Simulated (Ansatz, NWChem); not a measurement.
## Heat of formation of CBrClF2 (SMILES FC(F)(Cl)Br) from total energies

The species is CBrClF2 (5 atoms), meant as a singlet with charge 0. As SMILES, `FC(F)(Cl)Br`. The shape is that of a PBE0-D4/def2-TZVP optimisation.

| atom | x (Å) | y (Å) | z (Å) |
| --- | --- | --- | --- |
| F | -1.1095 | 0.0248 | 0.8131 |
| C | -0.0198 | -0.0871 | 0.0671 |
| F | 0.8236 | -0.8975 | 0.6904 |
| Cl | -0.4448 | -0.7706 | -1.4923 |
| Br | 0.8004 | 1.6568 | -0.1197 |

Total energies at PBE0/cc-pVDZ (NWChem 7.3.0); the atoms run unrestricted:

```tsv
species	state	energy (Eh)
CBrClF2	singlet	-3271.442924
F	doublet	-99.635669
C	triplet	-37.799013
Cl	doublet	-459.990330
Br	doublet	-2573.784714
```

Harmonic wavenumbers at PBE0-D4/def2-TZVP, in cm⁻¹: 214, 295, 339, 413, 446, 658, 869, 1123, 1191.

Measured heats of formation of the gaseous atoms at 298.15 K, in kJ/mol: F 79.4, C 716.9, Cl 121.3, Br 111.9. Spin-orbit lowering of the atoms at 298 K (mean of the ground term's levels less their thermal mean, from spectra), in kJ/mol: F 1.29, C 0.02, Cl 3.44, Br 14.69. Take 1 Eh = 2625.50 kJ/mol, 1 cm⁻¹ = 0.0119627 kJ/mol, RT = 2.479 kJ/mol.

What heat of formation follows?


1. Electronic atomisation energy: 2 × (-99.635669) + (-37.799013) + (-459.990330) + (-2573.784714) − (-3271.442924) = 0.597529 Eh = 1568.8 kJ/mol.
2. Zero-point energy: half the sum of the wavenumbers, 2774 cm⁻¹ = 33.2 kJ/mol.
3. Thermal vibrational enthalpy, Σ hcν̃/(exp(hcν̃/kT) − 1): 5.6 kJ/mol. Translation, rotation and pV of a non-linear molecule: 4 RT = 9.9 kJ/mol.
4. The 5 free atoms carry 5/2 RT each: 31.0 kJ/mol.
5. Spin-orbit coupling lowers the free atoms by 2 × 1.29 + 0.02 + 3.44 + 14.69 = 20.7 kJ/mol.
6. Atomisation enthalpy at 298 K: 1568.8 − 20.7 − 33.2 − 5.6 − 9.9 + 31.0 = 1530.4 kJ/mol.
7. Sum of the atoms' heats of formation: 1108.9 kJ/mol. Heat of formation: 1108.9 − 1530.4 = -421.5 kJ/mol.

The tabulated value is -442.2 kJ/mol (Active Thermochemical Tables), so this level is off by +20.7 kJ/mol, or 1.3 % of the atomisation enthalpy. Relativity is left out. Anharmonicity and any spin-orbit splitting of the molecule are left out.
